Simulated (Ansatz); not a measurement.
This geometry of CH2AlNSe (6 atoms, charge 0, multiplicity 1) is a first-order saddle point.

Theory: UKS PBE/def2-SVP in Ansatz.

```xyz
6
Properties=species:S:1:pos:R:3
N 0.203 -0.042 -1.715
C 0.031 -0.129 -0.456
Al 0.116 1.017 1.241
Se -0.463 -1.570 0.650
H 0.476 0.917 -1.988
H -0.320 -0.256 2.221
```

(1) Which two structures does it join? (They come from a converged band through this point; their orientation in space is the band's.)

(2) How far does it lie above each of them?

Results:

(1) Bonds broken: Al3–H6. Bonds formed: Se4–H6.

Image 0:

```xyz
6
Properties=species:S:1:pos:R:3
N 0.521 0.663 -1.588
C 0.311 0.422 -0.443
Al -0.221 -0.263 1.387
Se -1.317 -1.982 0.574
H 0.448 0.485 -2.587
H 0.300 0.611 2.610
```

Image 6:

```xyz
6
Properties=species:S:1:pos:R:3
N 0.341 0.358 -2.098
C 0.216 0.257 -0.918
Al 0.441 0.737 1.137
Se -0.858 -1.215 1.669
H 0.663 0.775 -2.969
H -0.761 -0.976 3.134
```

(2) 140.5 kJ/mol above the first and 93.9 kJ/mol above the second. This is the barrier of this one path; another mechanism may lie lower. The orbitals were unrestricted but ended closed-shell.

Run time: 2.4 min on 2 threads of Intel(R) Xeon(R) 6975P-C (Granite Rapids), with other jobs on the host, peak memory 0.23 GiB.
